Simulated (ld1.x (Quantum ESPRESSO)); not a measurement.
Lu: one change to a TM semilocal potential, before and after

- Element: Lu
- Generator: ld1.x (Quantum ESPRESSO) 7.5
- Type: norm-conserving Troullier–Martins (semilocal form)
- Functional: LDA (PZ)
- Relativity: scalar-relativistic
- Frozen core: [Xe]
- Valence charge: 17
- Reference configuration: 4f14 5d1 6s1.75 6p0.25
- Partial waves: 6p (bound): rc 3.20 bohr; 5d (bound): rc 2.40 bohr; 4f (bound): rc 1.25 bohr; 6s (bound): rc 3.05 bohr
- Local potential: the s channel
- Core correction: none

Change: wave 6p (bound): rc 3.20 bohr becomes 6p (bound): rc 2.60 bohr.

Cutoffs: the cutoffs (Ry, on a coarse ladder) from which the occupation-weighted sum of valence levels, in a spherical-Bessel basis at the reference potential, stays within 10 and 1 mRy of its value at 400 Ry; they do not see the model core or the augmentation charge, which bear on the density cutoff. Errors are all-electron minus pseudo energies relative to the spin-unpolarised reference configuration.

Task: How do hardness, ghosts and transferability respond?

Result: Of the 9 tests that both files solve, the error grows in 2 and shrinks in 1 by more than 15 % and 0.3 meV (median size 39.7 → 51.7 meV); neither file shows a bound ghost at the reference potential, the only one tested. A semilocal file is local in each channel, so a ghost entry of none says nothing of the separable form that plane-wave codes build from it.

| quantity | base | changed |
| --- | --- | --- |
| cutoff, loose | 300 Ry | 300 Ry |
| cutoff, tight | over 300 Ry | over 300 Ry |
| loose cutoff by channel (10 mRy a level) | p 6 Ry, d 18 Ry, f 230 Ry, s 6 Ry | p 10 Ry, d 18 Ry, f 230 Ry, s 6 Ry |
| bound ghosts | none | none |
| error for 4f14 5d1 6s2 6p0, meV [ΔE -0.86 eV] | +0.5 | +0.6 |
| error for 4f14 5d1 6s1 6p0, meV [ΔE 6.72 eV] | +6.6 | +6.7 |
| error for 4f14 5d1 6s0 6p0, meV [ΔE 20.29 eV] | +86 | +85 |
| error for 4f14 5d2 6s1 6p0, meV [ΔE 2.14 eV] | -6.9 | -4.4 |
| error for 4f14 5d1 6s0 6p1, meV [ΔE 11.10 eV] | +40 | +68 |
| error for 4f13 5d1 6s2 6p0, meV [ΔE 16.92 eV] | -1009 | -1032 |
| error for 4f14 5d0 6s2 6p1, meV [ΔE 0.23 eV] | 0.0 | +34 |
| error for 4f14 5d1 6s1.75 6p0.25 (spin-polarised), meV [ΔE -0.20 eV] | +72 | +71 |
| error for 4f14 5d1 6s2 6p0 (spin-polarised), meV [ΔE -0.96 eV] | +52 | +52 |

Base: These tests converged, but a pseudo level misses the all-electron one widely, so the file describes the atom poorly there or has found another state: 4f13 5d1 6s2 6p0: 4f by 2.3 eV. Changed file: These tests converged, but a pseudo level misses the all-electron one widely, so the file describes the atom poorly there or has found another state: 4f13 5d1 6s2 6p0: 4f by 2.3 eV.
